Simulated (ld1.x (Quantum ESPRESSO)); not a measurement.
## Varying the PAW potential for Zr

Base potential:

| Item | Value |
| --- | --- |
| Element | zirconium (Zr) |
| Generator | ld1.x (Quantum ESPRESSO) 7.5 |
| Type | PAW |
| Functional | BP86 |
| Relativity | fully relativistic |
| Frozen core | [Kr] |
| Valence charge | 4 |
| Reference configuration | 4d2 5s2 5p0 |
| Partial waves | 5s (bound): rcut 2.80, rcutus 3.40 bohr; 5s channel at 0.05 Ry: rcut 2.80, rcutus 3.40 bohr; 5p (bound, empty): rcut 3.75, rcutus 4.70 bohr; 5p channel at 1.15 Ry: rcut 3.75, rcutus 4.70 bohr; 4d (bound): rcut 2.70, rcutus 3.30 bohr; 4d channel at 2.25 Ry: rcut 2.70, rcutus 3.30 bohr; 4f channel at -0.05 Ry: rcut 3.90, rcutus 4.50 bohr; 4f channel at 1.4 Ry: rcut 3.90, rcutus 4.50 bohr |
| Local potential | all-electron potential smoothed inside 2.80 bohr (lloc = -2) |
| Core correction | Bessel-smoothed model core inside 2.70 bohr |
| Augmentation charge | PSQ, radius 2.95 bohr |

Open shells are filled in proportion to 2j + 1 (rel_dist='average').

All-electron outer shells of the reference configuration (BP86, scalar-relativistic, ld1.x):

```
shell  level (eV)  outermost node (bohr)  outermost maximum (bohr)
   4s      -54.61                   0.55                      1.08
   4p      -32.55                   0.56                      1.17
   5s       -4.58                   1.47                      3.15
   4d       -3.72                   0.58                      1.61
   5p       -1.56                   1.70                      4.15
```

Cutoffs, loose and tight: the cutoffs (Ry, on a coarse ladder) from which the occupation-weighted sum of valence levels, in a spherical-Bessel basis at the reference potential, stays within 10 and 1 mRy of its value at 400 Ry. They do not see the model core or the augmentation charge, which bear on the density cutoff. Test errors are all-electron minus pseudo excitation energies from the reference, over the configurations 4d2 5s1 5p0; 4d2 5s0 5p0; 4d1 5s0 5p0; 4d2 5s1.5 5p0; 4d3 5s1 5p0; 4d2 5s0 5p2; 4d1 5s2 5p1. A dash means not determined; rows that change the core or the reference have their own tests. The largest error is taken over the tests solved by every variant that gives reliable tests at all: 4d1 5s0 5p0; 4d2 5s0 5p0; 4d2 5s1 5p0; 4d2 5s1.5 5p0.

Cutoffs are not given where the Bessel-basis levels miss the radial ones by over 6 mRy, ghosts where they miss by over 20 mRy; a channel whose overlap is not positive is not tested.

```tsv
change	outcome	bound ghosts	largest test error (meV)
base	generated	not determined	-403
local potential all-electron potential smoothed inside 1.78 bohr (lloc = -2)	generated	not determined	-378
local potential all-electron potential smoothed inside 2.18 bohr (lloc = -2)	generated	not determined	-378
local potential all-electron potential smoothed inside 2.72 bohr (lloc = -2)	generated	not determined	-408
local potential all-electron potential smoothed inside 3.24 bohr (lloc = -2)	generated	not determined	-400
local potential all-electron potential smoothed inside 3.58 bohr (lloc = -2)	generated	not determined	-400
local potential all-electron potential smoothed inside 4.10 bohr (lloc = -2)	generated	not determined	-381
local potential all-electron potential smoothed inside 4.54 bohr (lloc = -2)	generated	not determined	-519
local potential all-electron potential smoothed inside 5.08 bohr (lloc = -2)	generated	not determined	-484
local potential all-electron potential smoothed inside 5.50 bohr (lloc = -2)	generated	not determined	-479
```
